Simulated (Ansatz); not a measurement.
C₂H₇BrSi (`CC([SiH3])Br`), relaxed with RKS PBE0-D4/def2-TZVP in Ansatz from a PBE-D4/def2-SVP geometry. The force threshold is 0.005 eV/Å; the program also tests the step.

Total charge 0; spin multiplicity 1.

Start:

```xyz
11

C     0.027    1.153   -0.873
C    -0.532    0.291    0.251
Si    0.533   -1.227    0.706
Br   -2.331   -0.407   -0.233
H     0.181    0.564   -1.800
H     1.010    1.572   -0.566
H    -0.646    2.001   -1.112
H    -0.719    0.897    1.160
H     1.899   -0.748    1.131
H     0.677   -2.110   -0.501
H    -0.099   -1.985    1.837
```

```
step  energy (eV)  largest force (eV/Å)  largest move (Å)
   1  -80099.2189                 0.477             0.000
   2  -80099.2562                 0.151             0.034
   3  -80099.2593                 0.041             0.019
   4  -80099.2597                 0.015             0.005
   5  -80099.2597                 0.009             0.001
   6  -80099.2597                 0.001             0.002
```

End:

```xyz
11

C     0.029    1.141   -0.864
C    -0.526    0.289    0.256
Si    0.527   -1.213    0.699
Br   -2.298   -0.406   -0.232
H     0.179    0.555   -1.773
H     0.998    1.553   -0.562
H    -0.636    1.973   -1.101
H    -0.717    0.892    1.145
H     1.878   -0.741    1.116
H     0.662   -2.077   -0.500
H    -0.096   -1.965    1.814
```

Hardware: 4 threads of an Intel Xeon Platinum 8488C on a shared host. Wall time 17 s, peak host memory 0.55 GiB.
